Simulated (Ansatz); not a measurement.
C3H6SSi (`C=C([SiH3])C=S`). Total charge 0; spin multiplicity 1. The structure was optimised at the PBE0-D4/def2-TZVP level. It is one conformer, not always the lowest.

```xyz
11

C    -0.635    1.400   -0.275
C    -0.237    0.177    0.099
Si    1.223   -0.654   -0.736
C    -0.894   -0.524    1.202
S    -2.418   -0.334    1.705
H    -0.155    1.932   -1.089
H    -1.450    1.899    0.242
H     2.281   -0.938    0.270
H     1.749    0.251   -1.788
H     0.807   -1.946   -1.342
H    -0.271   -1.264    1.712
```

Problem. What is the dipole moment at PBE/def2-TZVPP? (An estimate is asked.)

Solution. The calculation gave: 2.01 D, with components (1.58, 0.67, -1.04) D in this frame, pointing from negative to positive charge.

Problem. And with r2SCAN, B3LYP, ωB97M-V? (Best estimate.)

Solution. The calculation gave: r2SCAN 2.18 D, B3LYP 2.09 D, ωB97M-V 1.99 D.

Problem. Give the Mulliken charges with PBE, B3LYP, ωB97M-V in def2-TZVPP. (An estimate is asked.)

Solution. Ansatz gave: 
```tsv
atom	PBE	B3LYP	ωB97M-V
C1	-0.13	-0.15	-0.15
C2	-0.01	-0.06	-0.10
Si3	0.20	0.28	0.19
C4	-0.04	-0.05	-0.09
S5	-0.19	-0.19	-0.14
H6	0.10	0.12	0.11
H7	0.09	0.11	0.11
H8	-0.05	-0.06	-0.02
H9	-0.05	-0.06	-0.02
H10	-0.04	-0.05	-0.02
H11	0.11	0.12	0.13
```

B3LYP here is the variant with VWN-RPA as its local correlation; programs differ in this.
